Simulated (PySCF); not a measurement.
C7H8Cl2O.
Numbering: `[CH2:1]=[CH:2]/[C:3]([C:4](=[O:5])[Cl:6])=[C:7](/[Cl:8])[CH2:9][CH3:10]` (hydrogens: H11, H12 on C1; H13 on C2; H14, H15 on C9; H16, H17, H18 on C10)

The same species was optimised twice, with GFN2-xTB and with PBE0-D3(BJ)/def2-SVP (PySCF), and the same property calculations (PySCF, gas phase) were run on both structures.

```json
{"coordinate": "C3–C4 (Å)", "GFN2-xTB": "1.485", "PBE0-D3(BJ)/def2-SVP": "1.497", "change": "+0.012"}
{"coordinate": "C1=C2 (Å)", "GFN2-xTB": "1.330", "PBE0-D3(BJ)/def2-SVP": "1.340", "change": "+0.010"}
{"coordinate": "C4–Cl6 (Å)", "GFN2-xTB": "1.779", "PBE0-D3(BJ)/def2-SVP": "1.786", "change": "+0.007"}
{"coordinate": "C3=C7 (Å)", "GFN2-xTB": "1.343", "PBE0-D3(BJ)/def2-SVP": "1.350", "change": "+0.007"}
{"coordinate": "C2–C3 (Å)", "GFN2-xTB": "1.452", "PBE0-D3(BJ)/def2-SVP": "1.458", "change": "+0.006"}
{"coordinate": "C7–Cl8 (Å)", "GFN2-xTB": "1.732", "PBE0-D3(BJ)/def2-SVP": "1.738", "change": "+0.006"}
{"coordinate": "C9–C10 (Å)", "GFN2-xTB": "1.531", "PBE0-D3(BJ)/def2-SVP": "1.526", "change": "-0.005"}
{"coordinate": "C7–C9 (Å)", "GFN2-xTB": "1.494", "PBE0-D3(BJ)/def2-SVP": "1.494", "change": "0.000"}
{"coordinate": "C4=O5 (Å)", "GFN2-xTB": "1.181", "PBE0-D3(BJ)/def2-SVP": "1.181", "change": "0.000"}
{"coordinate": "C3–C4–O5 (°)", "GFN2-xTB": "129.4", "PBE0-D3(BJ)/def2-SVP": "127.0", "change": "-2.4"}
{"coordinate": "C7–C9–C10 (°)", "GFN2-xTB": "110.6", "PBE0-D3(BJ)/def2-SVP": "112.9", "change": "+2.3"}
{"coordinate": "C3–C4–Cl6 (°)", "GFN2-xTB": "110.4", "PBE0-D3(BJ)/def2-SVP": "111.6", "change": "+1.2"}
{"coordinate": "O5–C4–Cl6 (°)", "GFN2-xTB": "120.2", "PBE0-D3(BJ)/def2-SVP": "121.4", "change": "+1.2"}
{"coordinate": "C1–C2–C3 (°)", "GFN2-xTB": "124.1", "PBE0-D3(BJ)/def2-SVP": "125.1", "change": "+1.0"}
{"coordinate": "Cl8–C7–C9 (°)", "GFN2-xTB": "114.7", "PBE0-D3(BJ)/def2-SVP": "113.8", "change": "-0.9"}
{"coordinate": "C2–C3–C7 (°)", "GFN2-xTB": "125.2", "PBE0-D3(BJ)/def2-SVP": "124.4", "change": "-0.8"}
{"coordinate": "C3–C7–Cl8 (°)", "GFN2-xTB": "118.0", "PBE0-D3(BJ)/def2-SVP": "118.8", "change": "+0.8"}
{"coordinate": "C1–C2–C3–C4 (°)", "GFN2-xTB": "0", "PBE0-D3(BJ)/def2-SVP": "-1", "change": "-1"}
{"coordinate": "C2–C3–C4–O5 (°)", "GFN2-xTB": "89", "PBE0-D3(BJ)/def2-SVP": "92", "change": "+3"}
{"coordinate": "C3–C7–C9–C10 (°)", "GFN2-xTB": "91", "PBE0-D3(BJ)/def2-SVP": "106", "change": "+15"}
```

Rotational constants: A = 1182, B = 796.8, C = 615.8 MHz (GFN2-xTB) against A = 1212, B = 751.1, C = 589.8 MHz (PBE0-D3(BJ)/def2-SVP). Point groups within 0.08 Å: C1 and C1.

On the GFN2-xTB structure: HOMO (eV) -7.09 [PBE0/pcSseg-1]; LUMO (eV) -1.62 [PBE0/pcSseg-1]; dipole (D) 4.14 [PBE0/pcSseg-1]; GIAO shielding of C1 (ppm) 60.3 [PBE0/pcSseg-1]; GIAO shielding of C2 (ppm) 53.3 [PBE0/pcSseg-1]; GIAO shielding of C3 (ppm) 41.8 [PBE0/pcSseg-1]; GIAO shielding of C4 (ppm) 7.4 [PBE0/pcSseg-1]; GIAO shielding of O5 (ppm) -284.7 [PBE0/pcSseg-1]; GIAO shielding of Cl6 (ppm) 431.5 [PBE0/pcSseg-1]; GIAO shielding of C7 (ppm) 36.0 [PBE0/pcSseg-1]; GIAO shielding of Cl8 (ppm) 668.1 [PBE0/pcSseg-1].

What do these properties become on the PBE0-D3(BJ)/def2-SVP structure?

```
                                    property          level  on GFN2-xTB  on PBE0-D3(BJ)/def2-SVP  change
                                   HOMO (eV)  PBE0/pcSseg-1        -7.09                    -7.09    0.00
                                   LUMO (eV)  PBE0/pcSseg-1        -1.62                    -1.63   -0.01
                                  dipole (D)  PBE0/pcSseg-1         4.14                     4.05   -0.09
energy, GFN2-xTB geometry as zero (kcal/mol)  PBE0/pcSseg-1          0.0                     -1.2    -1.2
                  GIAO shielding of C1 (ppm)  PBE0/pcSseg-1         60.3                     57.4    -2.9
                  GIAO shielding of C2 (ppm)  PBE0/pcSseg-1         53.3                     50.2    -3.1
                  GIAO shielding of C3 (ppm)  PBE0/pcSseg-1         41.8                     40.1    -1.7
                  GIAO shielding of C4 (ppm)  PBE0/pcSseg-1          7.4                      7.3    -0.1
                  GIAO shielding of O5 (ppm)  PBE0/pcSseg-1       -284.7                   -289.9    -5.2
                 GIAO shielding of Cl6 (ppm)  PBE0/pcSseg-1        431.5                    430.8    -0.7
                  GIAO shielding of C7 (ppm)  PBE0/pcSseg-1         36.0                     34.3    -1.7
                 GIAO shielding of Cl8 (ppm)  PBE0/pcSseg-1        668.1                    682.0   +13.9
```

The heavy atoms differ by 0.113 Å rms after alignment. Among bonds between heavy atoms C3–C4 changes most (+0.012 Å). Changes are differences of the printed values. Neither structure is proved a minimum here.

Conformer computed: `[CH2:1]=[CH:2]/[C:3]([C:4](=[O:5])[Cl:6])=[C:7](/[Cl:8])[CH2:9][CH3:10]`: C1–C2–C3–C4 -1°, C2–C3–C4–O5 92°, C3–C7–C9–C10 106°.
